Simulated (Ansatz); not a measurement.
Mulliken charges of C2H4FNSi, SMILES `F[SiH]1C=NC1` from ωB97M-V/def2-TZVPP in Ansatz (PBE0-D4/def2-TZVP geometry).

```tsv
atom	x (Å)	y (Å)	z (Å)	charge (e)
F1	-1.740	-0.295	1.549	-0.311
Si2	-0.593	0.386	0.669	0.570
C3	1.149	-0.262	0.649	-0.170
N4	1.163	-0.429	-0.625	-0.140
C5	-0.241	-0.209	-1.077	-0.257
H6	-0.722	1.852	0.879	-0.041
H7	2.052	-0.403	1.239	0.107
H8	-0.686	-1.161	-1.372	0.124
H9	-0.293	0.473	-1.928	0.118
```

**Question.** By hand: the dipole of these point charges (1 e Å = 4.8032 D).

**Answer.** Σ q r = (0.036, 0.263, -0.148) e Å, of length 0.304 e Å = 1.46 D.

**Question.** How does the dipole of the full density compare? (Best estimate.)

**Answer.** Computed: (-0.067, 0.147, 0.040) e Å, 0.80 D; the point charges give 1.82 times that, at 53° from its direction.

Point charges leave out the atoms' own dipoles, such as those of lone pairs, and Mulliken's split depends on the basis, so the two needn't agree.
